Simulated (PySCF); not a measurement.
Ligand exchange on a metal centre used in film growth or etching (Hf Cl-OH). All species are isolated molecules in the gas phase. One relaxed conformer stands for each flexible species; it need not be the lowest. In the def2 sets, heavy atoms carry core potentials. All members: neutral, multiplicity 1. Level: B3LYP-D3(BJ)/def2-TZVP // BP86-D3(BJ)/def2-SVP (PySCF), beside PBE-D3(BJ)/def2-TZVP // BP86-D3(BJ)/def2-SVP (PySCF) at the same geometries. B3LYP has the VWN-RPA correlation part, as in Gaussian. 

```csv
species,"HOMO–LUMO gap, PBE (eV)","HOMO–LUMO gap, B3LYP-D3(BJ) (eV)"
[Hf(Cl)4],5.26,6.96
[Hf(Cl)3(OH)],5.55,withheld
[Hf(Cl)2(OH)2],5.84,7.58
[Hf(OH)4],6.09,7.89
[Hf(Cl)(OH)3],6.24,7.81
```

Fit y = a + b·x, y being the HOMO–LUMO gap at the first level, to the 4 complete rows by least squares, with x = the PBE value in eV. Give a, b and the rms residual, and predict the withheld value.

Means of the 4 rows: x̄ = 5.8575, ȳ = 7.56 eV. Σ(x − x̄)² = 0.55768 and Σ(x − x̄)(y − ȳ) = 0.5305, so b = 0.951 and a = ȳ − b·x̄ = 1.990 eV. The rms residual is 0.082 eV. At x = 5.55 the line gives 7.27 eV. The run for [Hf(Cl)3(OH)] gave 7.26 eV, so the line is off by 0.01 eV, within twice the rms residual.

Codes: PySCF.
